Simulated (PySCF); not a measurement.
HGa, triplet, geometry from GFN2-xTB of the parent state (such geometries of metal compounds can be far from the true shape); HF/3-21G run with PySCF.

The PySCF input:
```python
from pyscf import gto, scf

mol = gto.Mole()
mol.atom = '''
    Ga   -0.00000000   -0.00000000   -0.05952365
    H     0.00000000    0.00000000    1.84523317
'''
mol.basis = '3-21g'
mol.spin = 2
mol.verbose = 4
mol.build()

mf = scf.UHF(mol)
mf.kernel()
mf.analyze()
```

The log (banner, timings and long lists left out):

```
PySCF version 2.14.0

[INPUT] verbose = 4
[INPUT] num. atoms = 2
[INPUT] num. electrons = 32
[INPUT] charge = 0
[INPUT] spin (= nelec alpha-beta = 2S) = 2
[INPUT] symmetry False subgroup None
[INPUT] Mole.unit = angstrom
[INPUT] Symbol           X                Y                Z      unit          X                Y                Z       unit  Magmom
[INPUT]  1 Ga     0.000000000000   0.000000000000  -0.059523650000 AA    0.000000000000   0.000000000000  -0.112483396434 Bohr   0.0
[INPUT]  2 H      0.000000000000   0.000000000000   1.845233170000 AA    0.000000000000   0.000000000000   3.486985327263 Bohr   0.0

nuclear repulsion = 8.61238209847701
number of shells = 12
number of NR pGTOs = 57
number of NR cGTOs = 24
basis = 3-21g
ecp = {}

******** <class 'pyscf.scf.uhf.UHF'> ********
method = UHF
initial guess = minao
damping factor = 0
level_shift factor = 0
DIIS = <class 'pyscf.scf.diis.CDIIS'>
diis_start_cycle = 1
diis_space = 8
diis_damp = 0
SCF conv_tol = 1e-09
SCF conv_tol_grad = None
SCF max_cycles = 50
direct_scf = True
direct_scf_tol = 1e-13
number electrons alpha = 17  beta = 15
Set gradient conv threshold to 3.16228e-05
init E= -1912.33902928491

cycle= 1 E= -1914.28263769501  delta_E= -1.94  |g|= 0.0947  |ddm|= 0.911
cycle= 2 E= -1914.29783202087  delta_E= -0.0152  |g|= 0.0387  |ddm|= 0.212
cycle= 3 E= -1914.30164343709  delta_E= -0.00381  |g|= 0.0129  |ddm|= 0.128
cycle= 4 E= -1914.3021876613  delta_E= -0.000544  |g|= 0.00354  |ddm|= 0.0557
cycle= 5 E= -1914.30224838623  delta_E= -6.07e-05  |g|= 0.00209  |ddm|= 0.0163
cycle= 6 E= -1914.30227984345  delta_E= -3.15e-05  |g|= 0.00106  |ddm|= 0.0139
cycle= 7 E= -1914.30228860683  delta_E= -8.76e-06  |g|= 0.000345  |ddm|= 0.00865
cycle= 8 E= -1914.30228951311  delta_E= -9.06e-07  |g|= 5.65e-05  |ddm|= 0.00383
cycle= 9 E= -1914.30228952221  delta_E= -9.1e-09  |g|= 7.88e-06  |ddm|= 0.000347
cycle= 10 E= -1914.3022895224  delta_E= -1.94e-10  |g|= 1.83e-06  |ddm|= 5.04e-05
Extra cycle  E= -1914.30228952241  delta_E= -7.28e-12  |g|= 7.66e-07  |ddm|= 6.25e-06
converged SCF energy = -1914.30228952241  <S^2> = 2.0470458  2S+1 = 3.0312016
**** SCF Summaries ****
Total Energy =                       -1914.302289522409637
Nuclear Repulsion Energy =               8.612382098477012
One-electron Energy =                -2692.919373855189860
Two-electron Energy =                  770.004702234303181
Two-electron Coulomb Energy =          843.886468309521888
DFT Exchange-Correlation Energy =      -73.881766075218707
**** MO energy ****
                             alpha | beta                alpha | beta
MO #1   energy= -376.378345790513  | -376.376057610075  occ= 1 | 1
MO #2   energy= -47.9121153590219  | -47.9097370268463  occ= 1 | 1
MO #3   energy= -42.1700117953069  | -42.1682135519453  occ= 1 | 1
MO #4   energy= -42.1691962462378  | -42.1670831292529  occ= 1 | 1
MO #5   energy= -42.1690844492788  | -42.1657076912563  occ= 1 | 1
MO #6   energy= -6.32316241956668  | -6.31583875360156  occ= 1 | 1
MO #7   energy= -4.39769302312332  | -4.39452400401967  occ= 1 | 1
MO #8   energy= -4.39594339948509  | -4.39131879547392  occ= 1 | 1
MO #9   energy= -4.39568109223103  | -4.38505626338376  occ= 1 | 1
MO #10  energy= -1.08033226447208  | -1.07691181002836  occ= 1 | 1
MO #11  energy= -1.07958237277108  | -1.07685145931353  occ= 1 | 1
MO #12  energy= -1.07695669631163  | -1.07227705238638  occ= 1 | 1
MO #13  energy= -1.0738091128025   | -1.06879699021215  occ= 1 | 1
MO #14  energy= -1.07358721332661  | -1.06763443974929  occ= 1 | 1
MO #15  energy= -0.552723362958098 | -0.413114398242365 occ= 1 | 1
MO #16  energy= -0.39432065202688  | -0.0101555608189621 occ= 1 | 0
MO #17  energy= -0.218308141155358 | 0.0444978798470879 occ= 1 | 0
MO #18  energy= 0.0124263111270795 | 0.0737388146324434 occ= 0 | 0
MO #19  energy= 0.119647224303957  | 0.201998161459991  occ= 0 | 0
MO #20  energy= 0.231896932981493  | 0.259827587067828  occ= 0 | 0
MO #21  energy= 0.299130047762612  | 0.341750777005144  occ= 0 | 0
MO #22  energy= 0.30466313525502   | 0.36104109830731   occ= 0 | 0
MO #23  energy= 0.320460699853733  | 0.370211276501647  occ= 0 | 0
MO #24  energy= 1.24949265370318   | 1.35223300266056   occ= 0 | 0

To work with the spin densities directly, `use mulliken_meta_spin()` only printing them here.

 ** Mulliken spin pop alpha/beta on meta-lowdin orthogonal AOs **
 ** Mulliken Spin Density (per AO)  **
spin_pop of  0 Ga 1s        0.00000
spin_pop of  0 Ga 2s        0.00003
spin_pop of  0 Ga 3s        0.00130
spin_pop of  0 Ga 4s        0.25998
spin_pop of  0 Ga 5s        0.00298
spin_pop of  0 Ga 2px       0.00000
spin_pop of  0 Ga 2py      -0.00000
spin_pop of  0 Ga 2pz       0.00000
spin_pop of  0 Ga 3px       0.00004
spin_pop of  0 Ga 3py      -0.00001
spin_pop of  0 Ga 3pz      -0.00000
spin_pop of  0 Ga 4px       0.96875
spin_pop of  0 Ga 4py       0.01822
spin_pop of  0 Ga 4pz       0.25861
spin_pop of  0 Ga 5px       0.01277
spin_pop of  0 Ga 5py       0.00025
spin_pop of  0 Ga 5pz      -0.00120
spin_pop of  0 Ga 3dxy      0.00000
spin_pop of  0 Ga 3dyz     -0.00001
spin_pop of  0 Ga 3dz^2     0.00014
spin_pop of  0 Ga 3dxz      0.00000
spin_pop of  0 Ga 3dx2-y2    0.00001
spin_pop of  1 H 1s        0.47709
spin_pop of  1 H 2s        0.00107
 ** Mulliken Spin Density (per atom)  **
spin density of  0 Ga =      1.52184
spin density of  1 H =      0.47816
 ** Mulliken pop alpha/beta on meta-lowdin orthogonal AOs **
 ** Mulliken pop       alpha | beta **
pop of  0 Ga 1s        1.00000 | 1.00000
pop of  0 Ga 2s        0.99999 | 0.99996
pop of  0 Ga 3s        0.99975 | 0.99845
pop of  0 Ga 4s        0.90924 | 0.64926
pop of  0 Ga 5s        0.00572 | 0.00273
pop of  0 Ga 2px       1.00000 | 1.00000
pop of  0 Ga 2py       1.00000 | 1.00000
pop of  0 Ga 2pz       1.00000 | 1.00000
pop of  0 Ga 3px       0.99998 | 0.99994
pop of  0 Ga 3py       0.99991 | 0.99993
pop of  0 Ga 3pz       0.99993 | 0.99993
pop of  0 Ga 4px       0.96881 | 0.00006
pop of  0 Ga 4py       0.01829 | 0.00007
pop of  0 Ga 4pz       0.34545 | 0.08685
pop of  0 Ga 5px       0.01278 | 0.00002
pop of  0 Ga 5py       0.00027 | 0.00002
pop of  0 Ga 5pz       0.00030 | 0.00150
pop of  0 Ga 3dxy      1.00000 | 1.00000
pop of  0 Ga 3dyz      0.99998 | 0.99999
pop of  0 Ga 3dz^2     0.99788 | 0.99774
pop of  0 Ga 3dxz      0.99999 | 0.99999
pop of  0 Ga 3dx2-y2    1.00000 | 0.99998
pop of  1 H 1s        0.74007 | 0.26299
pop of  1 H 2s        0.00168 | 0.00061
In total            17.00000 | 15.00000
 ** Mulliken atomic charges   ( Nelec_alpha | Nelec_beta ) **
charge of  0Ga =      0.00536  (    16.25824     14.73640 )
charge of  1H =     -0.00536  (     0.74176      0.26360 )
Dipole moment(X, Y, Z, Debye): -0.00000,  0.00000, -0.79238
```
